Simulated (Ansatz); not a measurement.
**Pulling the pair apart**

The pair of H₂ (SMILES [H][H], atoms 1–2) and BH₃O₃ (SMILES OB(O)O, atoms 3–9), both closed shells, in one local arrangement (a lower one may exist), relaxed at PBE0-D4/def2-TZVP:

H1  (0.829, -0.035, -2.635)
H2  (0.111, 0.136, -2.752)
O3  (0.245, 1.280, 0.373)
B4  (-0.139, 0.109, 0.964)
O5  (-0.363, 0.148, 2.305)
O6  (-0.311, -1.088, 0.306)
H7  (0.396, 1.226, -0.570)
H8  (-0.628, -0.709, 2.644)
H9  (-0.141, -1.067, -0.636)
(Å)

BH₃O₃ is shifted rigidly along the line between the mean atom positions of the two fragments (negative: closer). Counterpoise interaction energies in kJ/mol. Computed with Ansatz 0.2.0 (basis: def2-TZVPPD); correlated methods freeze the cores.

| shift (Å) | MP2 | PBE-D4 | HF |
| --- | --- | --- | --- |
| -0.37 | -1.0 | -3.7 | 4.5 |
| -0.19 | -3.0 | -5.2 | 1.0 |
| 0.00 | -3.5 | -5.4 | -0.7 |
| 0.19 | -3.5 | -5.0 | -1.4 |
| 0.45 | -2.9 | -4.2 | -1.6 |
| 0.93 | -1.8 | -2.6 | -1.2 |
| 1.86 | -0.7 | -1.0 | -0.5 |
| 3.72 | -0.1 | -0.3 | -0.1 |

Q: What does CCSD(T) give at these shifts? (An estimate is asked for; the value comes from the calculation.)

A: The calculation gives: -1.5, -3.3, -3.8, -3.7, -3.1, -1.9, -0.7, -0.1 kJ/mol. For zero shift, CCSD(T) at an estimated basis limit (MP2 extrapolated from triple and quadruple zeta, plus CCSD(T) − MP2 in triple zeta) gives -4.4 kJ/mol. These are counterpoise interaction energies, counted from the two frozen fragments.

The T1 diagnostic stays at or below 0.012.

For scale, one of the runs: CCSD(T)/def2-TZVPPD, 242 basis functions, launched by `ansatz run in.yaml --threads 4 --pin off --events-out ev --progress --plain --max-ram 9574MiB`. The run took 85 s on 4 CPU threads of an Arm Neoverse V1 (shared host), with 5 GiB of host memory at its peak.
